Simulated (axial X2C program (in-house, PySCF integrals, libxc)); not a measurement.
## Low determinants of MoTe at the PBE0 level, without spin–orbit coupling

Computed with an in-house all-electron X2C program for linear molecules (integrals from PySCF). Spin-free means the one-electron spin-free X2C Hamiltonian. Basis: Te dyall-cv3z [11s12p8d4f1g], Mo dyall-cv3z [11s12p9d5f3g] (cores contracted in-house); Gaussian nuclei, density fitting, unrestricted open shells. Masses: Te 129.906 u, Mo 97.905 u.

Search at 2.553 Å (vertical energies from the lowest determinant):

```json
{"ΔE (eV)": "0.00", "state": "M_S = 2, Λ = 1", "electrons beyond evenly filled partner blocks": "σα, π+α, δ+α, δ-α", "electrons in σ, π, δ, φ": "39 41 14 0"}
{"ΔE (eV)": "0.76", "state": "M_S = 3, Λ = 1", "electrons beyond evenly filled partner blocks": "σα, 2 × π+α, π+β, 2 × π-α, δ+α, δ-α", "electrons in σ, π, δ, φ": "39 41 14 0"}
{"ΔE (eV)": "1.04", "state": "M_S = 2, Λ = 0", "electrons beyond evenly filled partner blocks": "π+α, π-α, δ+α, δ-α", "electrons in σ, π, δ, φ": "38 42 14 0"}
{"ΔE (eV)": "1.17", "state": "M_S = 2, Λ = 0", "electrons beyond evenly filled partner blocks": "2 × σα, δ+α, δ-α", "electrons in σ, π, δ, φ": "40 40 14 0"}
{"ΔE (eV)": "1.19", "state": "M_S = 1, Λ = 1", "electrons beyond evenly filled partner blocks": "σα, π+β, δ+α, δ-α", "electrons in σ, π, δ, φ": "39 41 14 0"}
{"ΔE (eV)": "1.31", "state": "M_S = 1, Λ = 0", "electrons beyond evenly filled partner blocks": "δ+α, δ-α", "electrons in σ, π, δ, φ": "40 40 14 0"}
{"ΔE (eV)": "1.55", "state": "M_S = 2, Λ = 2", "electrons beyond evenly filled partner blocks": "σα, π+α, π-α, δ+α", "electrons in σ, π, δ, φ": "39 42 13 0"}
```

Lowest determinant, M_S = 2, Λ = 1 (beyond evenly filled blocks: σα, π+α, δ+α, δ-α): Re = 2.528 Å, ωe = 224.3 cm⁻¹.

The determinant in row 2 of the search, M_S = 3, Λ = 1 (beyond evenly filled blocks: σα, 2 × π+α, π+β, 2 × π-α, δ+α, δ-α), was followed along the bond at PBE0; measured from the minimum of the lowest determinant it gives:

Te = 0.625 eV (5038 cm⁻¹), Re = 2.720 Å, ωe = 194.6 cm⁻¹.

Q: Compare the bond of the determinant in row 2 with that of the lowest one.

A: At PBE0 its Re is 0.192 Å longer and its force constant, which goes as ωe², is 0.75 times that of the lowest determinant. T0 ≈ Te + Δωe/2 = 5038 + (-15) = 5023 cm⁻¹.

The search compares states at one distance, so a state with another bond length can lie lower; it is not exhaustive and yields mostly the lowest determinant of each block pattern, so other components and higher states of one pattern are missing. These are energies of single determinants, not of spin-adapted states; PBE0 term energies can be off by some tenths of an eV, and the functional has no current term. Row 1 is spin-contaminated (⟨S²⟩ = 6.51 against 6.00), so its values are not those of a pure state.
